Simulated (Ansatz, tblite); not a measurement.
Two members of one family (Same ligands, another metal), computed with Ansatz in the gas phase. The two geometries come from different levels. HOMO and LUMO are taken over both spins. Singlets are spin-restricted. Names give formal oxidation states. The structures are stationary points that may keep the symmetry of their start. Remarks come from the PBE and PBE0 runs and from stability tests at other levels; not every state was tested.

First: Co(NH2)3 (quintet, charge 0, PBE0-D4/def2-SVP geometry).

```xyz
10

Co    0.000    0.000    0.000
N    -1.456    0.923   -0.582
H    -1.652    1.899   -0.380
H    -2.199    0.543   -1.163
N     0.232   -1.738   -0.490
H    -0.387   -2.263   -1.101
H     0.999   -2.334   -0.193
N     1.224    0.814    1.072
H     1.167    1.773    1.407
H     2.072    0.383    1.429
```

```json
{"level": "PBE-D4/def2-SVP", "HOMO (eV)": "-4.18", "LUMO (eV)": "-3.19", "gap (eV)": "0.99"}
{"level": "PBE-D4/def2-TZVPD", "HOMO (eV)": "-4.78", "LUMO (eV)": "-3.75", "gap (eV)": "1.03"}
{"level": "r2SCAN-D4/def2-TZVP", "HOMO (eV)": "-5.18", "LUMO (eV)": "-3.42", "gap (eV)": "1.76"}
{"level": "PBE0-D4/def2-SVP", "HOMO (eV)": "-6.15", "LUMO (eV)": "-1.77", "gap (eV)": "4.38"}
{"level": "PBE0-D4/def2-TZVP", "HOMO (eV)": "-6.57", "LUMO (eV)": "-2.07", "gap (eV)": "4.50"}
```

Metal–donor distances: 3 × N 1.82 Å. The relaxed singlet lies at -0.26 eV (PBE-D4/def2-TZVP) to 0.69 eV (HSE06-D4/def2-TZVP) from the quintet, so the order hangs on the level. The relaxed triplet lies at -0.35 eV (PBE-D4/def2-TZVP) to -0.04 eV (PBE0-D4/def2-TZVP) from the quintet, nearly a tie at some levels. Remarks: triplet lower at PBE, spin states tie at PBE0, triplet lowest at PBE0, restricted SCF unstable in HF (singlet).

Second: V(NH2)3 (triplet, charge 0, PBE-D4/def2-SVP geometry).

```xyz
10

V     0.242   -0.249   -0.133
N    -1.294   -0.995    0.585
H    -2.101   -0.517    1.004
H    -1.460   -2.010    0.606
N     0.015    0.529   -1.807
H    -0.673    0.187   -2.488
H     0.326    1.462   -2.102
N     1.458    0.369    1.132
H     1.556   -0.056    2.062
H     1.930    1.281    1.141
```

Problem. Estimate the same table for the second.

Solution. 
```csv
level,HOMO (eV),LUMO (eV),gap (eV)
PBE-D4/def2-SVP,-3.05,-1.59,1.45
PBE-D4/def2-TZVPD,-3.62,-2.23,1.39
r2SCAN-D4/def2-TZVP,-3.98,-1.91,2.07
PBE0-D4/def2-SVP,-5.27,-0.44,4.84
PBE0-D4/def2-TZVP,-5.59,-0.83,4.76
```

Metal–donor distances: 3 × N 1.85 to 1.86 Å. Remarks: restricted SCF unstable (singlet).
